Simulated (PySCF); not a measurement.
Radial density of F²⁺ (fluorine, charge +2)

UHF, [He] 2s1 2p4, high-spin 4P determinant (an excited configuration). Computed with PySCF 2.14 in dyall-acv3z (15s9p4d2f, 76 functions), with no relativity, point nucleus.

| r (bohr) | 4πr²ρ (e/bohr) | 4πr²(ρα − ρβ) |
| --- | --- | --- |
| 0.00232 | 0.02847 | 0.0009 |
| 0.00390 | 0.07832 | 0.0025 |
| 0.00656 | 0.2112 | 0.0067 |
| 0.0110 | 0.5515 | 0.0176 |
| 0.0186 | 1.363 | 0.0433 |
| 0.0312 | 3.076 | 0.0972 |
| 0.0525 | 5.962 | 0.1858 |
| 0.0883 | 8.989 | 0.2745 |
| 0.149 | 9.080 | 0.3175 |
| 0.250 | 5.527 | 0.6498 |
| 0.420 | 4.252 | 2.1138 |
| 0.707 | 5.311 | 3.3609 |
| 1.19 | 2.762 | 1.6542 |
| 2.00 | 0.3253 | 0.1430 |
| 3.36 | 0.003826 | 0.0003 |
